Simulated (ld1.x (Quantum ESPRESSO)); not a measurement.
What one change does to a pseudopotential (Zr (Z = 40), TM)

```
Element                 : Zr (Z = 40)
Generator               : ld1.x (Quantum ESPRESSO) 7.5
Type                    : norm-conserving Troullier–Martins (Kleinman–Bylander form)
Functional              : PBE
Relativity              : fully relativistic
Frozen core             : [Kr]
Valence charge          : 4
Reference configuration : 4d1 5s0 5p0 (charge +3)
Partial waves           : 5p (bound, empty): rc 2.55 bohr; 4d (bound): rc 1.70 bohr; 5s (bound, empty): rc 2.25 bohr
Local potential         : the s channel
Core correction         : Bessel-smoothed model core, default radius (core density twice the valence density)
```

Open shells are filled in proportion to 2j + 1 (rel_dist='average').

All-electron outer shells of the reference configuration (PBE, scalar-relativistic, ld1.x):

```
shell  level (eV)  outermost node (bohr)  outermost maximum (bohr)
   4p      -59.17                   0.56                      1.17
   4d      -28.20                   0.58                      1.49
   5s      -24.29                   1.43                      2.68
   5p      -18.97                   1.61                      3.11
```

Change: wave 4d (bound): rc 1.70 bohr becomes 4d (bound): rc 2.48 bohr.

Cutoffs: the cutoffs (Ry, on a coarse ladder) from which the occupation-weighted sum of valence levels, in a spherical-Bessel basis at the reference potential, stays within 10 and 1 mRy of its value at 400 Ry; they do not see the model core or the augmentation charge, which bear on the density cutoff. Errors are all-electron minus pseudo energies relative to the spin-unpolarised reference configuration.

Problem. How do hardness, ghosts and transferability respond?

Solution. The potential gets softer (30 Ry and 40 Ry → 25 Ry and 30 Ry); both files keep a bound ghost (p); the errors of the 7 common tests hardly move. A larger radius leaves more room for a smooth pseudo-wave, so fewer plane waves are needed.

```tsv
quantity	base	changed
cutoff, loose	30 Ry	25 Ry
cutoff, tight	40 Ry	30 Ry
bound ghosts	p1/2, p3/2	p1/2, p3/2
error for 4d2 5s2 5p0, meV [ΔE -42.70 eV]	-121	-115
error for 4d2 5s1 5p0, meV [ΔE -35.56 eV]	-205	-195
error for 4d2 5s0 5p0, meV [ΔE -22.62 eV]	-237	-222
error for 4d1 5s2 5p1, meV [ΔE -39.70 eV]	+53	+52
error for 4d2 5s0 5p2, meV [ΔE -36.49 eV]	-161	-151
error for 4d2 5s0 5p1, meV [ΔE -31.85 eV]	-205	-193
error for 4d2.5 5s1.5 5p0, meV [ΔE -42.19 eV]	-294	-281
s: phases at 2.77 bohr within 0.05 rad from the reference energy up to (Ry; the scan ends near 5)	-1.2	-1.2
p1/2: phases at 2.77 bohr within 0.05 rad from the reference energy up to (Ry; the scan ends near 5)	3.7	3.7
p3/2: phases at 2.77 bohr within 0.05 rad from the reference energy up to (Ry; the scan ends near 5)	4.3	4.3
d3/2: phases at 2.77 bohr within 0.05 rad from the reference energy up to (Ry; the scan ends near 5)	-0.6	-0.6
d5/2: phases at 2.77 bohr within 0.05 rad from the reference energy up to (Ry; the scan ends near 5)	-0.6	-0.6
```

 A true bound ghost makes a file unfit for plane-wave use even where its test errors are small: the radial tests pick states by their node count and pass the ghost by.
